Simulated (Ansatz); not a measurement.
Reactions of BrGeH3, SMILES `[GeH3][Br]`.

Isolated molecules relaxed with PBE0-D4/def2-TZVP in Ansatz; ΔE leaves out vibrations. CCSD(T)/CBS adds triple-zeta CCSD(T) − MP2 to the extrapolated MP2 energy (def2 sets, frozen cores). This one scheme is used for every species. DFT in def2-TZVPP. B3LYP here is the variant with VWN-RPA as its local correlation; programs differ in this. def2 core potentials past Kr. For Br, Ge, Sn outer-core shells are correlated without core-valence functions, which leaves a few kJ/mol of doubt a bond. Scalar relativity is left out up to krypton. One conformer a species, not always the lowest.

```json
{"reaction": "`[GeH3][Br]` + `F[SiH](F)S` → `F[SiH](F)[S][GeH3]` + HBr", "ωB97X-V (kcal/mol)": "6.6", "B3LYP-D4 (kcal/mol)": "6.1", "PBE-D4 (kcal/mol)": "5.4", "MP2/CBS(def2) (kcal/mol)": "5.5", "CCSD(T)/CBS(def2) (kcal/mol)": "5.7"}
{"reaction": "`[GeH3][Br]` + `[F][GeH2][F]` → `[F][GeH]([F])[GeH3]` + HBr", "ωB97X-V (kcal/mol)": "12.4", "B3LYP-D4 (kcal/mol)": "10.9", "PBE-D4 (kcal/mol)": "9.2", "MP2/CBS(def2) (kcal/mol)": "12.9", "CCSD(T)/CBS(def2) (kcal/mol)": "11.5"}
{"reaction": "`[GeH3][Br]` + `NB(O)Cl` → `NB(Cl)[O][GeH3]` + HBr", "ωB97X-V (kcal/mol)": "14.9", "B3LYP-D4 (kcal/mol)": "14.7", "PBE-D4 (kcal/mol)": "16.3", "MP2/CBS(def2) (kcal/mol)": "15.2", "CCSD(T)/CBS(def2) (kcal/mol)": "14.5"}
{"reaction": "`[GeH3][Br]` + `C#C[SiH2]F` → `F[SiH2]C#[C][GeH3]` + HBr", "ωB97X-V (kcal/mol)": "15.2", "B3LYP-D4 (kcal/mol)": "15.2", "PBE-D4 (kcal/mol)": "14.5", "MP2/CBS(def2) (kcal/mol)": "14.4", "CCSD(T)/CBS(def2) (kcal/mol)": "14.2"}
{"reaction": "`[GeH3][Br]` + `NB(O)F` → `NB(F)[O][GeH3]` + HBr", "ωB97X-V (kcal/mol)": "10.0", "B3LYP-D4 (kcal/mol)": "10.2", "PBE-D4 (kcal/mol)": "11.7", "MP2/CBS(def2) (kcal/mol)": "11.0", "CCSD(T)/CBS(def2) (kcal/mol)": "10.2"}
{"reaction": "`[GeH3][Br]` + `C[NH][Al]([Cl])[Cl]` → `C[NH][GeH3]` + `[Cl][Al]([Cl])[Br]`", "ωB97X-V (kcal/mol)": "6.1", "B3LYP-D4 (kcal/mol)": "7.0", "PBE-D4 (kcal/mol)": "6.2", "MP2/CBS(def2) (kcal/mol)": "4.3", "CCSD(T)/CBS(def2) (kcal/mol)": "4.7"}
{"reaction": "`[GeH3][Br]` + `C[O][Sn]([CH3])([NH2])[Cl]` → `[Cl][GeH2][Br]` + `C[O][SnH]([CH3])[NH2]`", "ωB97X-V (kcal/mol)": "9.5", "B3LYP-D4 (kcal/mol)": "9.9", "PBE-D4 (kcal/mol)": "9.3", "MP2/CBS(def2) (kcal/mol)": "10.7", "CCSD(T)/CBS(def2) (kcal/mol)": "10.5"}
{"reaction": "`[GeH3][Br]` + `CC=N` → `C/C=[N]\\[GeH3]` + HBr", "ωB97X-V (kcal/mol)": "21.6", "B3LYP-D4 (kcal/mol)": "21.0", "PBE-D4 (kcal/mol)": "20.8", "MP2/CBS(def2) (kcal/mol)": "20.5", "CCSD(T)/CBS(def2) (kcal/mol)": "20.6"}
```

Largest T1 diagnostic: 0.013, for `C/C=[N]\[GeH3]`.
